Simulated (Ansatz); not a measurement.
The same path of C2H9NOSi (14 atoms, charge 0, multiplicity 1) was run 3 times with different band settings. The coordinate that changes most is the dihedral Si3–C4–N5–H13.

Level of theory: RKS r2SCAN-D4/def2-SVP in Ansatz 0.2.0.

Relaxed end points:

```xyz
14
Properties=species:S:1:pos:R:3
C -1.083 1.741 0.512
O -0.165 1.040 1.327
Si 1.048 0.067 0.735
C 0.370 -1.458 -0.146
N -0.335 -1.060 -1.368
H -1.826 2.227 1.165
H -0.578 2.530 -0.077
H -1.603 1.066 -0.190
H 1.864 -0.341 1.913
H 1.897 0.828 -0.245
H 1.181 -2.212 -0.281
H -0.354 -1.921 0.550
H -0.753 -1.870 -1.827
H 0.324 -0.667 -2.040
```

```xyz
14
Properties=species:S:1:pos:R:3
C -1.062 2.013 0.582
O -0.762 0.658 0.340
Si 0.760 -0.014 0.519
C 0.553 -1.756 -0.166
N -0.052 -1.772 -1.506
H -0.925 2.283 1.646
H -0.434 2.691 -0.028
H -2.116 2.194 0.318
H 1.202 0.050 1.952
H 1.741 0.765 -0.311
H 1.519 -2.292 -0.191
H -0.083 -2.345 0.520
H 0.559 -1.286 -2.164
H -0.912 -1.219 -1.482
```

Common settings: spring 5.0 eV/Å²; start path through a guess of the saddle point; force threshold 0.05 eV/Å; end points relaxed.

| run | movable images | climbing image | optimiser | iteration limit |
| --- | --- | --- | --- | --- |
| 1 | 9 | yes | quadratic models (default) | 33 |
| 2 | 3 | yes | quadratic models (default) | 60 |
| 3 | 9 | from the first iteration | fire | 41 |

What does each run give, and how far can it be trusted?

Run 1: converged after 12 iterations, highest image 0.171 eV above the first end. A vibrational analysis at the climbing image gives one clearly imaginary mode, 267i cm⁻¹: a first-order saddle point.
Run 2: converged after 11 iterations, highest image 0.172 eV above the first end. Another band between the same ends (9 images) ends at a top of the same energy, where a vibrational analysis finds 1 clearly imaginary mode. So few images can step over the top or miss a turn of the path.
Run 3: not converged after 41 iterations, highest image 0.202 eV above the first end. The band didn't meet its force threshold, so its energies are provisional: the largest band force was still 0.16 eV/Å, and over the last iterations the top stayed at 0.21 eV.
